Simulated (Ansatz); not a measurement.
**One elementary step**

Start structure (GaHCl$_{3}$F, singlet), relaxed at PBE0-D4/def2-TZVP:

```xyz
6
angstrom
Ga -0.6401 0.1923 -0.1387
Cl -0.5600 -1.7589 0.7826
Cl -0.8513 0.2917 -2.2435
Cl -1.0975 1.8540 1.0918
H 1.5946 -0.7129 0.4546
F 1.5542 0.1337 0.0532
```

The step: GaCl₃ ([Cl][Ga]([Cl])[Cl]) + HF → GaCl₂F ([F][Ga]([Cl])[Cl]) + HCl (still joined by a long Ga–Cl bond); bonds formed: Cl2–H5; dative contacts that become bonds: Ga1–F6; bonds broken: H5–F6; bonds weakened to dative contacts: Ga1–Cl2. Ansatz 0.2.0; basis: def2-TZVPP and def2-QZVPP; cores frozen in the correlated methods. Filled d shells of the heavier atoms are correlated. The def2 sets are not built for correlating such inner shells, so the correlated values are less sure here. Extrapolation: Hartree–Fock as exp(−7.88 √X), correlation as X^−2.97. Energies below are by CCSD(T) at an estimated basis limit (MP2 extrapolated from triple and quadruple zeta, plus CCSD(T) − MP2 in triple zeta).

Question: What are the electronic barrier and the energy of the step, from the start structure to the end structure? (To be estimated.)

Answer: Computed: Barrier 13.12 kcal/mol; step energy 9.15 kcal/mol (uphill); reverse barrier, their difference, 3.98 kcal/mol. Barrier and step energy count from the start structure, the reverse barrier from the end structure.

The saddle point: One imaginary mode of 345i cm⁻¹.
```tsv
pair	start (Å)	saddle (Å)	end (Å)
Ga1–F6	2.20	1.85	1.76
Cl2–H5	2.42	1.41	1.29
Ga1–Cl2	2.16	2.43	2.60
H5–F6	0.94	1.38	2.23
```

Zero-point energy (harmonic, PBE0-D4): ZPE is 9.88 kcal/mol at the start and 7.70 kcal/mol at the saddle, so the barrier goes from 13.12 to 10.95 kcal/mol.

No T1 diagnostic of these runs exceeds 0.012.

Labels in which every atom is bracketed show which atoms are joined, not bond orders.

For scale, one of the runs: CCSD(T)/def2-TZVPP, 219 basis functions, launched by `ansatz run in.yaml --threads 8 --pin off --events-out ev --progress --plain --max-ram 19148MiB`. The run took 96 s on 8 CPU threads of an Intel Xeon (shared host), with 3.2 GiB of host memory at its peak.
